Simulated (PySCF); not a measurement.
Cu(I) cation (CuI), SMILES [Cu][I] (connectivity only; charge and spin as stated), charge +1, multiplicity 2.

The structure is a stationary point at B3LYP-D3(BJ)/def2-TZVP. The multiplicity is an assumed one; other spin states were not compared. The def2 effective core potentials stand for the cores of I; spin–orbit coupling is left out.

Two levels are set side by side: PBE/def2-TZVPD (PySCF) and ωB97X/def2-TZVPD (PySCF). Same geometry, gas phase. Differences are taken from unrounded values.

| quantity | ωB97X |
|---|---|
| α-spin orbital gap (eV) | 10.01 |
| β-spin orbital gap (eV) | 6.52 |

Task: What does PBE give, and how far is it from ωB97X? (Estimate from the structure and the level; the computed values follow.)

Result: 
| quantity | PBE | PBE minus ωB97X |
|---|---|---|
| α-spin orbital gap (eV) | 3.00 | -7.01 |
| β-spin orbital gap (eV) | 0.06 | -6.46 |

Rough cost on one machine, each run with all the roots and properties that it gave: ωB97X against PBE within a factor of 2.
